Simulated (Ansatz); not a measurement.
Computed with Ansatz on PBE0-D4/def2-TZVP structures; ΔE is electronic, products minus reactants. CCSD(T)/CBS adds triple-zeta CCSD(T) − MP2 to the extrapolated MP2 energy (def2 sets, frozen cores). This one scheme is used for every species. DFT in def2-TZVPP. def2 core potentials past Kr. For Br, Cd outer-core shells are correlated without core-valence functions, which leaves a few kJ/mol of doubt a bond. Scalar relativity is left out up to krypton. Each species was taken in one conformer, which may not be the lowest.

Consider the ligand exchange at a Cd–F bond: `[F][Cd][Br]` + silanol → `[SiH3][O][Cd][Br]` + H–F.

| level | ΔE (kcal/mol) |
| --- | --- |
| CAM-B3LYP-D4 | 3.2 |
| revPBE | 4.9 |
| RPA@PBE/def2-TZVPP | -0.2 |
| CCSD(T)/def2-SVP | 0.0 |

What does CCSD(T)/CBS give? (An estimate is asked.)

Ansatz gave: +0.9 kcal/mol. The listed levels differ from it by 2.3, 4.0, -1.1, -0.9 kcal/mol.

Largest T1 diagnostic among the species: 0.014.

Leaving LDA and LC-ωPBE aside and taking each functional with its dispersion term where it has one, the values, not all of them listed here, spread over 3.2 kcal/mol, from PBE-QIDH to B97M-V. LDA lies −2.0 kcal/mol from PBE without D4. From PBE to PBE0 (25 % exact exchange), in def2-TZVPP and without D4, ΔE moves by −1.2 kcal/mol. At CCSD(T), def2-SVP lies −0.9 kcal/mol from the extrapolated value and def2-TZVPP −1.4 kcal/mol.
